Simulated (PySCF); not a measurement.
# What a mistake does to a calculation on AlBHO cation

These are calculations, not measurements. They come from PySCF 2.14.0, an open-source quantum chemistry program, on an isolated molecule that a program drew, which may never have been made. The molecule is AlBHO cation (charge +1, singlet), drawn as the SMILES string `O=[B][AlH+]`.

Each row is a Hartree-Fock (HF) and frozen-core CCSD(T) single point in the cc-pV(D+d)Z basis, meant for a local HF minimum. Run 1 is clean. Each other run has one planted mistake out of seven kinds, and not every kind appears here: one electron removed, one electron added, multiplicity raised by two, geometry at a saddle point, minimal basis STO-3G, one bond length entered in bohr, all coordinates scaled. The reference is restricted for singlets and unrestricted otherwise, and also for a bond in bohr. Adding or removing an electron swaps singlet and doublet. Electrons count all cores. HOMO and LUMO are orbital energies over both spins, the gradient is its largest component, and the lowest frequency (negative if imaginary) is given only where the gradient is small. Bond lengths are over the 3 bonds as drawn. T1 is the CCSD diagnostic: over 0.02 (restricted) or 0.045 (unrestricted) a single reference is doubtful.

Geometry of the clean run:
```xyz
4
AlBHO cation, angstrom
O    -1.9071    0.0163    1.3320
B    -0.8818   -0.4926    1.0721
Al    0.9404   -1.3972    0.6100
H     2.2858   -2.0650    0.2690
```

```
run,electrons,basis functions,<S^2>,HOMO (eV),LUMO (eV),gradient (hartree/bohr),lowest frequency (cm^-1),mean bond (Å),longest bond (Å),T1,HF (hartree),CCSD(T) (hartree),mistake
1,26,56,0.000,-18.99,-6.02,3.6e-06,234,1.6001,2.086,0.0239,-341.79421,-342.12338,no fault
2,26,56,2.086,-13.90,-10.39,2.2e-02,-,1.6001,2.086,0.0712,-341.58710,-341.91629,multiplicity raised by two
3,26,20,0.000,-16.93,-0.59,3.8e-02,-,1.6001,2.086,0.0228,-337.67090,-337.84453,?
4,27,56,0.774,-6.84,-0.29,3.6e-02,-,1.6001,2.086,0.0226,-342.03002,-342.36570,?
```

**Which mistake was planted in run 3, and what did it cost?**

It has 20 basis functions where the clean run has 56, with the same electrons and geometry. So the mistake is: minimal basis STO-3G. Subtracting run 1 and multiplying by 627.51 kcal/mol a hartree, the energy moved by 2587.4 kcal/mol in HF and 2685.0 kcal/mol in CCSD(T).

**Which mistake was planted in run 4, and what did it cost?**

It counts 27 electrons, one more than the clean run, at the same geometry and basis. So the mistake is: one electron added. Subtracting run 1 and multiplying by 627.51 kcal/mol a hartree, the energy moved by -148.0 kcal/mol in HF and -152.1 kcal/mol in CCSD(T).

Cautions from the logs. Run 1: T1 is over the limit, so its CCSD(T) energy is less reliable; run 2: T1 is over the limit, so its CCSD(T) energy is less reliable; run 3: T1 is over the limit, so its CCSD(T) energy is less reliable.
